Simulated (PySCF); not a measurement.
Correlation energy of Ga⁺ (gallium, charge +1)

[Ar] 3d10 4s2, closed-shell 1S. Calculation: PySCF 2.14, in Sapporo-DKH3-DZP-2012 (6s5p3d1f, 43 functions); scalar relativity by spin-free X2C-1e. Frozen: [Ar] 3d10; 2 electrons correlated.

Total MP2 correlation energy: -22.03 mhartree.

Same-spin part 0.00 and opposite-spin part -22.03 mhartree; SCS-MP2 scales them by 1/3 and 6/5 to -26.43 mhartree.

With two correlated electrons CCSD is exact within the correlated space (frozen core and kept virtual orbitals).

| level | correlation energy (mhartree) |
| --- | --- |
| CCSD | -32.94 |

Diagnostics: T1 = 0.0020, D1 = 0.0028, largest double amplitude 0.096.

Cost of the coupled-cluster step: 0.1 s of wall time on 1 thread of Neoverse-V2 (shared host), for 2 correlated electrons.

Iterations:

```
CC2 = 0
CCSD nocc = 1, nmo = 29
frozen orbitals [0, 1, 2, 3, 4, 5, 6, 7, 8, 9, 10, 11, 12, 13]
max_cycle = 100
direct = 0
conv_tol = 1e-08
conv_tol_normt = 1e-06
diis_space = 8
diis_start_cycle = 0
Init t2, MP2 energy = -1941.94953241412  E_corr(MP2) -0.0220276309213873
Init E_corr(CCSD) = -0.0220276309213892
cycle = 1  E_corr(CCSD) = -0.0287593789302886  dE = -0.00673174801  norm(t1,t2) = 0.0438801
cycle = 2  E_corr(CCSD) = -0.0312121892579779  dE = -0.00245281033  norm(t1,t2) = 0.0184899
cycle = 3  E_corr(CCSD) = -0.0329626750256302  dE = -0.00175048577  norm(t1,t2) = 0.00826582
cycle = 4  E_corr(CCSD) = -0.0329398202522979  dE = 2.28547733e-05  norm(t1,t2) = 0.000422273
cycle = 5  E_corr(CCSD) = -0.0329424866463819  dE = -2.66639408e-06  norm(t1,t2) = 2.69596e-05
cycle = 6  E_corr(CCSD) = -0.0329404605327097  dE = 2.02611367e-06  norm(t1,t2) = 7.04643e-06
cycle = 7  E_corr(CCSD) = -0.0329410852454694  dE = -6.2471276e-07  norm(t1,t2) = 2.21615e-06
cycle = 8  E_corr(CCSD) = -0.032941001614353  dE = 8.36311163e-08  norm(t1,t2) = 6.35979e-07
cycle = 9  E_corr(CCSD) = -0.0329409796970029  dE = 2.19173501e-08  norm(t1,t2) = 2.59342e-07
cycle = 10  E_corr(CCSD) = -0.0329409438731893  dE = 3.58238136e-08  norm(t1,t2) = 1.60554e-07
cycle = 11  E_corr(CCSD) = -0.0329409446416547  dE = -7.68465423e-10  norm(t1,t2) = 1.8455e-09
CCSD converged
E(CCSD) = -1941.960445727836  E_corr = -0.03294094464165473
```
